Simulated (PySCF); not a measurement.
B3LYP has the VWN-RPA correlation part, as in Gaussian. 

# [Ti(OH)4] (charge 0, multiplicity 1)

Method: PySCF with B3LYP-D3(BJ)/def2-TZVP // r2SCAN-D4/def2-SVP.

| Quantity | Result |
|---|---|
| HOMO | -8.71 eV |
| dipole moment | 0.00 D |
| HOMO–LUMO gap | 7.28 eV |
| LUMO | -1.43 eV |
| charge on the central atom (Mulliken) | 1.50 e |
| charge on the central atom (meta-Löwdin) | 1.48 e |
| total energy | -31379.21 eV |
| cost | very roughly 90 core-seconds |

```xyz
9

Ti    -0.0525     0.1391    -0.0229
O     -1.1536     1.3884    -0.7015
H     -1.8262     1.9006    -0.2368
O      1.6129     0.8024     0.1235
H      1.9655     1.6089    -0.2715
O     -0.0531    -1.2808    -1.1266
H      0.7068    -1.7796    -1.4502
O     -0.6155    -0.3536     1.6126
H     -1.0554    -1.1739     1.8667
```
